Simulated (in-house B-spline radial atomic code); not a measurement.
## Ionising Ce⁺ with different functionals

Computed with a B-spline radial code for spherical atoms: scalar-relativistic (spin-free X2C) Hamiltonian, Fermi nucleus of rms radius 4.8771 fm, spin-polarised at highest spin, spherical fractional occupations for the functionals, and exact exchange of hybrids averaged over the configuration. The ionisation energy is the difference of two self-consistent energies, [Xe] 4f1 5d2 → [Xe] 4f2, without Breit or QED terms; ε is the level of the shell that loses the electron (its least bound occupied spin orbital). The two configurations differ by more than the removed electron. There is no spin-orbit coupling in this Hamiltonian.

| method | rung | ΔSCF (eV) | -ε(5d) (eV) |
| --- | --- | --- | --- |
| PBE0 | global hybrid | 10.21 | 8.60 |
| B3LYP | global hybrid | 10.14 | 8.36 |
| TPSSh | global hybrid | 9.93 | 7.91 |
| BHandHLYP | global hybrid | 10.53 | 9.30 |
| r2SCAN0 | global hybrid | 10.17 | 8.55 |
| B97-1 | global hybrid | 9.80 | 8.18 |
| HSE06 | range-separated hybrid | 10.26 | 8.22 |
| wB97X | range-separated hybrid | 9.63 | 10.45 |
| CAM-B3LYP | range-separated hybrid | 10.13 | 9.70 |
| LC-wPBE | range-separated hybrid | 9.86 | 10.95 |

Task: Among the functionals, which spreads more, the ΔSCF values or the orbital energies?

Result: The orbital energies: ΔSCF values span about 0.90 eV and the orbital energies 3.04 eV.

Task: How do they compare with the NIST value?

Result: NIST lists 10.96 eV ± 0.02 (semi-empirical, ground level to ground level). Errors run from -1.33 to -0.43 eV; BHandHLYP is closest (-0.43 eV), but part of that can be cancellation, since the calculations leave out spin-orbit coupling, Breit-QED terms, multiplet and fine-structure energies.
